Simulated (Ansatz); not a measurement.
Cartesian coordinates (Å):
```xyz
6

O      1.2089     0.2134    -0.3116
Si    -0.3788    -0.0595    -0.0657
F     -0.9759     0.9677     1.0002
H      1.8337    -0.0195     0.3762
H     -0.6218    -1.4114     0.4899
H     -1.0462     0.1794    -1.3583
```
Charge 0, multiplicity 1.

These are Ansatz (an electronic-structure program) with frozen-core CCSD(T)/def2-TZVPP // PBE0-D4/def2-TZVP values and carry that method's errors.

```json
{
  "HF energy": "-465.19472 Ha",
  "MP2 correlation energy": "-0.61617 Ha"
}
```

Q: Estimate the CCSD correlation energy, the (T) correction, the total energy and the T1 diagnostic.

A: 
```
Property                         Value
-----------------------  -------------
CCSD correlation energy    -0.63317 Ha
(T) correction             -0.01879 Ha
CCSD(T) total energy     -465.84667 Ha
T1 diagnostic                    0.011
```
